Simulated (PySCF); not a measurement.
[SbS2]+ (singlet). Method: PBE0 in PySCF with Sb def2-TZVP with ECP28, S def2-TZVP; scalar-relativistic core potentials, no spin–orbit coupling; density-fitted integrals.

Harmonic bands of its minimum:

| ω (cm⁻¹) | IR (km/mol, summed over degenerate members) | degeneracy |
| --- | --- | --- |
| 83 | 0.9 | 2 |
| 479 | 0.0 | 1 |
| 594 | 23.5 | 1 |

Problem. The central atom is Sb. Infer the point group and assign the bands.

Solution. D∞h. The modes span πu + σg+ + σu+: 83 πu, 479 σg+, 594 σu+. The computed geometry has Sb–S 2.139 Å (×2); S–Sb–S 180.0°.

Only a few start shapes were tried, so a lower isomer may exist.
